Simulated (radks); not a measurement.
Ni0.5+, 27.5 electrons, occupied as [Ar] 3d(up 5, down 4.5) (fractional occupations, a model configuration).

Method: non-relativistic Kohn-Sham, PBEsol, spin-polarised, spherical densities, point nucleus; computed with a radial shooting solver on a logarithmic mesh with Libxc functionals.

Energy parts (eV):
total: -40998.970
kinetic: 40964.612
electron-nucleus: -97979.148
Hartree: 17692.981
exchange-correlation: -1677.415

Orbitals (lengths in bohr, moments of r in powers of bohr; r(max) is where P^2 peaks):
orbital  occ.  eigenvalue (eV)       <r^4>      <r>   r(max)
1s up       1        -8110.991  0.00004148  0.05487  0.03617
1s down     1        -8110.990  0.00004148  0.05487  0.03617
2s up       1        -957.5786    0.009194   0.2485   0.2077
2s down     1        -957.3077    0.009187   0.2484   0.2077
2p up       3        -835.7463    0.006697   0.2167   0.1661
2p down     3        -835.5450    0.006691   0.2167   0.1661
3s up       1        -104.4282      0.7165   0.7552   0.6491
3s down     1        -103.9092      0.7183   0.7555   0.6492
3p up       3         -67.4119      0.9941   0.7917   0.6524
3p down     3         -66.9011      0.9987   0.7924   0.6526
3d up       5          -7.0309       12.18    1.130   0.6383
3d down   4.5          -6.5912       13.54    1.147   0.6395

The highest occupied level is 3d down at -6.591 eV. The spin density at the nucleus is -0.1100 e/bohr^3 (1s -0.0060, 2s -0.2313, 3s 0.1273), a Fermi contact field of -5.77 T. The electron density at the nucleus is 1.492e+04 e/bohr^3. Spin moment in Bohr magnetons: 0.5. Virial ratio -V/T = 2.00084.
